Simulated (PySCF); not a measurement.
## V¹²⁺ (vanadium, charge +12) across methods

[Ne] 3s1, 2S determinant. All numbers are calculated (PySCF 2.14, scalar relativity by spin-free X2C-1e, in an even-tempered Gaussian basis (19 s from 0.69 bohr⁻², ratio 2.5; 11 p from 0.9 bohr⁻², ratio 2.5; 5 d from 3.8 bohr⁻², ratio 2.7; 4 f from 5.8 bohr⁻², ratio 2.7)).

```tsv
method	E (hartree)	mean ε 2p α (eV)	mean ε 2p β (eV)	mean ε 3s α (eV)	Σ⟨r²⟩ (bohr²)	⟨S²⟩
LDA	-887.621	-819.81	-818.91	-325.23	1.484	0.750
r2SCAN	-889.883	-825.01	-824.14	-325.75	1.484	0.750
PW91	-889.865	-820.82	-819.87	-325.53	1.482	0.750
UHF	-889.44643	-862.24	-860.96	-335.77	1.485	0.750
PBE	-889.645	-820.37	-819.42	-325.27	1.483	0.750
r2SCANh	-889.883	-828.85	-827.95	-326.82	1.483	0.750
PBE0	-889.703	-831.23	-830.21	-328.05	1.483	0.750
```
